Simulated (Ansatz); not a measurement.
Geometry optimisation, RHF/def2-SVP in Ansatz 0.2.0.

Input file:

```yaml
crystal:
  periodic: [false, false, false]
  atoms:
    - { symbol: Sn, position_ang: [-1.152504, -0.21833, 0.633682] }
    - { symbol: H, position_ang: [1.608467, -0.214234, 1.652706] }
    - { symbol: C, position_ang: [2.186673, 0.073438, 0.760516] }
    - { symbol: H, position_ang: [2.374973, -0.805101, 0.144952] }
    - { symbol: H, position_ang: [1.643047, 0.825802, 0.189602] }
    - { symbol: H, position_ang: [3.136014, 0.493268, 1.091597] }
    - { symbol: O, position_ang: [-1.017926, 1.404942, -0.502164] }
    - { symbol: H, position_ang: [-0.718445, 1.330797, -1.395605] }
    - { symbol: H, position_ang: [-0.608999, -1.342382, -0.642785] }
basis:
  gaussian: { orbitals: def2-SVP }
hamiltonian:
  xc: hf
relax:
  f_tol: 0.03
  max_steps: 50
```

Run as:

```bash
$ ansatz run input.yaml --threads 1 --pin off --max-ram 2048MiB --backend cpu --events-out ev --progress --plain --runs-dir out
```

Question: Where does it end, and by what steps?

Answer: The forces met the threshold. The force dipped under the threshold on the way, but the program's further checks kept it going. After 44 steps the energy has fallen by 0.077 eV; H9 moved furthest, 2.43 Å.

| step | energy less start (eV) | largest force component (eV/Å) | accepted |
| --- | --- | --- | --- |
| 0 | 0.0000 | 0.270 | yes |
| 2 | -0.0344 | 0.317 | yes |
| 4 | -0.0512 | 0.079 | yes |
| 6 | -0.0575 | 0.221 | yes |
| 8 | -0.0623 | 0.048 | yes |
| 10 | -0.0649 | 0.225 | yes |
| 12 | -0.0683 | 0.015 | yes |
| 14 | -0.0692 | 0.197 | no |
| 16 | -0.0700 | 0.120 | no |
| 18 | -0.0701 | 0.124 | no |
| 20 | -0.0710 | 0.058 | yes |
| 22 | -0.0717 | 0.048 | yes |
| 24 | -0.0722 | 0.066 | yes |
| 26 | -0.0588 | 0.405 | no |
| 28 | -0.0736 | 0.049 | yes |
| 30 | -0.0740 | 0.032 | yes |
| 32 | -0.0746 | 0.076 | yes |
| 34 | -0.0751 | 0.048 | yes |
| 36 | -0.0755 | 0.049 | yes |
| 38 | -0.0758 | 0.044 | yes |
| 40 | -0.0762 | 0.031 | yes |
| 42 | -0.0756 | 0.164 | no |
| 44 | -0.0766 | 0.011 | yes |

```xyz
9
Properties=species:S:1:pos:R:3
Sn -2.466 -0.193 0.150
H 2.773 -0.117 2.005
C 2.789 0.266 0.985
H 3.275 -0.462 0.335
H 1.769 0.442 0.644
H 3.350 1.201 0.960
O -0.755 0.653 -0.387
H -0.454 0.589 -1.281
H -2.830 -0.831 -1.478
```

Whether the end is a true minimum wasn't checked by a vibrational analysis.

Time of the run: 86 s on 1 thread of Arm Neoverse V1, on a shared host, peak memory 0.16 GiB.
